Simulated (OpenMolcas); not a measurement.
**Sc III: effect of the active space**

```yaml
Program: OpenMolcas
Method: CASSCF or its RAS form
Basis: ANO-RCC-VDZP
Scalar_Hamiltonian: DKH2, point nucleus
Spin-orbit_coupling: state interaction with AMFI integrals over the reference wave functions, term energies averaged over their components
```

A. 1 electron in 6 orbitals (3d 4s); 2S+1 = 2 even, 6 roots; cost roughly 4 core-seconds
B. 1 electron in 9 orbitals (RAS2 3d 4s; RAS3 4p, at most 1 electron); 2S+1 = 2 even, 6 roots; 2S+1 = 2 odd, 3 roots; cost roughly 8 core-seconds

Energies in cm-1 above 3d 2D 3/2, the measured ground level; measured values from Sugar and Corliss, J. Phys. Chem. Ref. Data 9, 473 (1980).

| Level | A | B | Measured |
| --- | --- | --- | --- |
| 3d 2D 3/2 | 0.0 | 0.0 | 0.0 |
| 3d 2D 5/2 | 195 | 195 | 198 |
| 4s 2S 1/2 | 25127 | 25127 | 25539 |

Deviations, from unrounded energies. A percentage is the sum of absolute deviations over the sum of measured energies, with the sign that they share, or ± where signs differ.

| Against measurement | Levels | A | B |
| --- | --- | --- | --- |
| mean absolute deviation (cm-1) | 2 | 210 | 210 |
| fine structure of the ground term (%) | 1 | -1.2 | -1.2 |
| other configurations (%) | 1 | -1.6 | -1.6 |

A, B lie about equally close to measurement. The largest miss of A in the table is 4s 2S 1/2, by -410 cm-1. The ranking rests on the paired levels alone, and a cruder setting can come out closer through cancelling errors.

Between A and B no level of the table moves by more than 5 cm-1.

With one active electron the reference holds no correlation, so core polarisation is missing. Computed and measured levels are paired by configuration, term and J; levels that our copy of the source lacks, or whose pairing is in doubt (as where it misses far off the trend of its configuration), stay unpaired and out of the deviations. Only configurations of the active space appear. The table leaves out levels that lie high or whose names do not pair safely across all columns.
